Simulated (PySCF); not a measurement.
C2F3N, singlet, at a GFN2-xTB geometry, atoms displaced at random by about 0.05 Å a coordinate; HF/STO-3G (PySCF).

Input for PySCF:
```python
from pyscf import gto, scf
from pyscf.geomopt import geometric_solver

mol = gto.Mole()
mol.atom = '''
    C     0.04561229   -0.05892265   -0.25931668
    C     0.01365013   -0.04577723    1.21642428
    F     0.03217390    1.24521049   -0.76995653
    F     1.13132632   -0.53586765   -0.81488243
    F    -1.03379902   -0.66226050   -0.77762291
    N    -0.01858366   -0.05119813    2.27516660
'''
mol.basis = 'sto-3g'
mol.verbose = 3
mol.build()

def method(m):
    mf = scf.RHF(m)
    return mf

conv, mol_eq = geometric_solver.kernel(method(mol), maxsteps=100, trust=0.5, tmax=0.5)
print('optimisation converged:', conv)
print(mol_eq.tostring(format='xyz'))
mf = method(mol_eq)
mf.kernel()
```

Q: Predict the main parts of the log of this PySCF run.

A: 
```
Custom engine selected.
Bonds will be generated from interatomic distances less than 1.20 times sum of covalent radii
18 internal coordinates being used (instead of 18 Cartesians)
Internal coordinate system (atoms numbered from 1):
Distance 1-2
Distance 1-3
Distance 1-4
Distance 1-5
Distance 2-6
Angle 2-1-3
Angle 2-1-4
Angle 2-1-5
Angle 3-1-4
Angle 3-1-5
Angle 4-1-5
LinearAngleX 1-2-6
LinearAngleY 1-2-6
Translation-X 1-6
Translation-Y 1-6
Translation-Z 1-6
Rotation-A 1-6
Rotation-B 1-6
Rotation-C 1-6
<class 'geometric.internal.Distance'> : 5
<class 'geometric.internal.Angle'> : 6
<class 'geometric.internal.LinearAngle'> : 2
<class 'geometric.internal.TranslationX'> : 1
<class 'geometric.internal.TranslationY'> : 1
<class 'geometric.internal.TranslationZ'> : 1
<class 'geometric.internal.RotationA'> : 1
<class 'geometric.internal.RotationB'> : 1
<class 'geometric.internal.RotationC'> : 1
> ===== Optimization Info: ====
> Job type: Energy minimization
> Maximum number of optimization cycles: 100
> Initial / maximum trust radius (Angstrom): 0.500 / 0.500
> Convergence Criteria:
> Will converge when all 5 criteria are reached:
>  |Delta-E| < 1.00e-06
>  RMS-Grad  < 3.00e-04
>  Max-Grad  < 4.50e-04
>  RMS-Disp  < 1.20e-03
>  Max-Disp  < 1.80e-03
> === End Optimization Info ===

Geometry optimization cycle 1
Cartesian coordinates (Angstrom)
 Atom        New coordinates             dX        dY        dZ
   C   0.045612  -0.058923  -0.259317    0.000000  0.000000  0.000000
   C   0.013650  -0.045777   1.216424    0.000000  0.000000  0.000000
   F   0.032174   1.245210  -0.769957    0.000000  0.000000  0.000000
   F   1.131326  -0.535868  -0.814882    0.000000  0.000000  0.000000
   F  -1.033799  -0.662261  -0.777623    0.000000  0.000000  0.000000
   N  -0.018584  -0.051198   2.275167    0.000000  0.000000  0.000000

WARN: Mole.unit (angstrom) is changed to Bohr

converged SCF energy = -422.588802815068
--------------- RHF_Scanner gradients ---------------
         x                y                z
0 C     0.0290727960    -0.0800855676     0.0329401308
1 C    -0.0167042399     0.0049890549     0.3769902905
2 F     0.0109866455    -0.0011801902    -0.0176017488
3 F    -0.0685722491     0.0506995376     0.0155710597
4 F     0.0321350410     0.0253471685     0.0068390265
5 N     0.0130820065     0.0002299967    -0.4147387587
----------------------------------------------
cycle 1: E = -422.588802815  dE = -422.589  norm(grad) = 0.57673
Step    0 : Gradient = 2.354e-01/4.149e-01 (rms/max) Energy = -422.5888028151
[...]
Geometry optimization cycle 2
Cartesian coordinates (Angstrom)
 Atom        New coordinates             dX        dY        dZ
   C   0.051448  -0.004214  -0.336733    0.005836  0.054709 -0.077417
   C   0.023147  -0.038099   1.195621    0.009497  0.007679 -0.020803
   F  -0.022798   1.323269  -0.757490   -0.054972  0.078058  0.012466
   F   1.185480  -0.639040  -0.790721    0.054154 -0.103172  0.024162
   F  -1.054320  -0.688379  -0.792471   -0.020521 -0.026119 -0.014848
   N  -0.012577  -0.062353   2.351606    0.006007 -0.011155  0.076439
converged SCF energy = -422.6344496846
--------------- RHF_Scanner gradients ---------------
         x                y                z
0 C     0.0093476941    -0.0076949960    -0.0051470715
1 C    -0.0028741023    -0.0020289649    -0.0051763281
2 F    -0.0071142973     0.0275473619    -0.0004132652
3 F     0.0073979099    -0.0122365384     0.0031513720
4 F    -0.0066566965    -0.0057827411     0.0050598000
5 N    -0.0001005078     0.0001958784     0.0025254927
----------------------------------------------
cycle 2: E = -422.634449685  dE = -0.0456469  norm(grad) = 0.0366888
Step    1 : Displace = 8.202e-02/1.191e-01 (rms/max) Trust = 5.000e-01 (=) Grad = 1.498e-02/2.845e-02 (rms/max) E (change) = -422.6344496846 (-4.565e-02) Quality = 0.829
[...]
Geometry optimization cycle 3
Cartesian coordinates (Angstrom)
 Atom        New coordinates             dX        dY        dZ
[...]
converged SCF energy = -422.636248432771
Step    2 : Displace = 3.742e-02/5.256e-02 (rms/max) Trust = 5.000e-01 (=) Grad = 6.963e-03/1.168e-02 (rms/max) E (change) = -422.6362484328 (-1.799e-03) Quality = 0.755
converged SCF energy = -422.636452154483
Step    3 : Displace = 1.035e-02/1.484e-02 (rms/max) Trust = 5.000e-01 (=) Grad = 1.579e-03/2.888e-03 (rms/max) E (change) = -422.6364521545 (-2.037e-04) Quality = 0.996
[...]
   F  -1.052820  -0.680276  -0.818938   -0.000728  0.000905 -0.000366
   N  -0.000003  -0.060084   2.367292    0.001072  0.000141 -0.000176
converged SCF energy = -422.636456745106
--------------- RHF_Scanner gradients ---------------
         x                y                z
0 C     0.0000448275    -0.0001231222    -0.0000132175
1 C     0.0002259325     0.0000068678    -0.0004227631
2 F    -0.0000827144     0.0000773228     0.0000278856
3 F     0.0001132150    -0.0000301420    -0.0000365204
4 F    -0.0001075357     0.0000563309     0.0000825784
5 N    -0.0001937249     0.0000127427     0.0003620369
----------------------------------------------
cycle 5: E = -422.636456745  dE = -4.59062e-06  norm(grad) = 0.000682745
Step    4 : Displace = 1.142e-03/1.443e-03 (rms/max) Trust = 5.000e-01 (=) Grad = 2.787e-04/4.794e-04 (rms/max) E (change) = -422.6364567451 (-4.591e-06) Quality = 1.113
[...]
Geometry optimization cycle 6
Cartesian coordinates (Angstrom)
 Atom        New coordinates             dX        dY        dZ
   C   0.034118  -0.009323  -0.322043   -0.000701  0.000185  0.000118
   C   0.017341  -0.038647   1.211672   -0.001036  0.000110  0.000268
   F  -0.004313   1.285287  -0.771600    0.000284 -0.000045 -0.000464
   F   1.174308  -0.605341  -0.795516   -0.000296  0.000182  0.001132
   F  -1.052649  -0.680456  -0.820064    0.000172 -0.000180 -0.001126
   N   0.001575  -0.060335   2.367364    0.001578 -0.000251  0.000073
converged SCF energy = -422.636457815662
--------------- RHF_Scanner gradients ---------------
         x                y                z
0 C    -0.0000774406    -0.0000478591    -0.0000014701
1 C     0.0001460868    -0.0000360168     0.0004439593
2 F     0.0000299797     0.0000216481    -0.0000400471
3 F     0.0000121232     0.0000388545    -0.0000417945
4 F    -0.0000130967     0.0000021174     0.0000091664
5 N    -0.0000976523     0.0000212559    -0.0003698140
----------------------------------------------
cycle 6: E = -422.636457816  dE = -1.07056e-06  norm(grad) = 0.000617586
Step    5 : Displace = 1.102e-03/1.590e-03 (rms/max) Trust = 5.000e-01 (=) Grad = 2.521e-04/4.688e-04 (rms/max) E (change) = -422.6364578157 (-1.071e-06) Quality = 1.224
[...]
Geometry optimization cycle 7
Cartesian coordinates (Angstrom)
 Atom        New coordinates             dX        dY        dZ
   C   0.033792  -0.009253  -0.322056   -0.000325  0.000070 -0.000012
   C   0.016574  -0.038503   1.211587   -0.000767  0.000144 -0.000085
   F  -0.004407   1.285263  -0.771602   -0.000094 -0.000024 -0.000002
   F   1.174277  -0.605460  -0.794615   -0.000031 -0.000119  0.000902
   F  -1.052569  -0.680427  -0.820823    0.000080  0.000029 -0.000758
   N   0.002713  -0.060435   2.367320    0.001139 -0.000100 -0.000044
converged SCF energy = -422.636458154735
--------------- RHF_Scanner gradients ---------------
         x                y                z
0 C    -0.0000522643     0.0000326272    -0.0000196176
1 C     0.0000491988    -0.0000065353     0.0003130507
2 F     0.0000131858    -0.0000654740     0.0000132230
3 F    -0.0000039844     0.0000163645    -0.0000107013
4 F     0.0000206149     0.0000142295     0.0000020005
5 N    -0.0000267508     0.0000087882    -0.0002979553
----------------------------------------------
cycle 7: E = -422.636458155  dE = -3.39074e-07  norm(grad) = 0.00044708
Step    6 : Displace = 7.589e-04/1.135e-03 (rms/max) Trust = 5.000e-01 (=) Grad = 1.825e-04/3.170e-04 (rms/max) E (change) = -422.6364581547 (-3.391e-07) Quality = 1.261
[...]
Converged! =D

optimisation converged: True
6
XYZ from PySCF
C           0.03379244       -0.00925326       -0.32205565
C           0.01657402       -0.03850265        1.21158704
F          -0.00440746        1.28526306       -0.77160227
F           1.17427662       -0.60546019       -0.79461460
F          -1.05256907       -0.68042744       -0.82082252
N           0.00271341       -0.06043518        2.36732032
converged SCF energy = -422.636458154734
```
